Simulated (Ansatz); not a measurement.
Reaction: H2SiO (SMILES O=[SiH2]) → H2SiO+ (parent SMILES O=[SiH2], doublet) + e-
Each species at its own B3LYP-D3(BJ)/def2-TZVP minimum (Ansatz, a quantum-chemistry and plane-wave program).

Total energies in hartree (Ansatz). Radicals and triplets start from unrestricted determinants; spin-orbit coupling is neglected. Cores are frozen in correlated methods. No relativity. The T1 diagnostic of H2OSi (O=[SiH2], singlet) reaches 0.025 in the sets run. The spin of H2OSi+ (parent SMILES O=[SiH2], doublet) was assumed, and the state is the lowest solution found for it.

```tsv
species	HF/cc-pV(T+d)Z	CCSD(T)/cc-pV(T+d)Z	HF/cc-pV(Q+d)Z	CCSD(T)/cc-pV(Q+d)Z	CCSDT(Q)/cc-pV(T+d)Z
1: H2SiO (oxosilane, SMILES O=[SiH2])	-364.98686	-365.37464	-364.99721	-365.41049	-365.37630
2: H2SiO+ (parent SMILES O=[SiH2], doublet)	-364.66987	-364.98938	-364.67950	-365.02075	-364.99115
```

### Question
Work out the adiabatic ionisation energy (electronic) in eV: take Hartree-Fock from cc-pV(Q+d)Z, extrapolate the CCSD(T) correlation energy as X^-3 (X = 3, 4), and add CCSDT(Q) - CCSD(T) in cc-pV(T+d)Z. 1 hartree = 27.211 eV.

### Answer

Species 1: correlation (64·(-0.41328) - 27·(-0.38778))/37 = -0.43189; step -0.00166; E1 = -364.99721 + (-0.43189) + (-0.00166) = -365.43076
Species 2: correlation (64·(-0.34125) - 27·(-0.31951))/37 = -0.35711; step -0.00177; E2 = -364.67950 + (-0.35711) + (-0.00177) = -365.03838
-1·E1 +1·E2 = 0.39238 hartree = 10.68 eV.
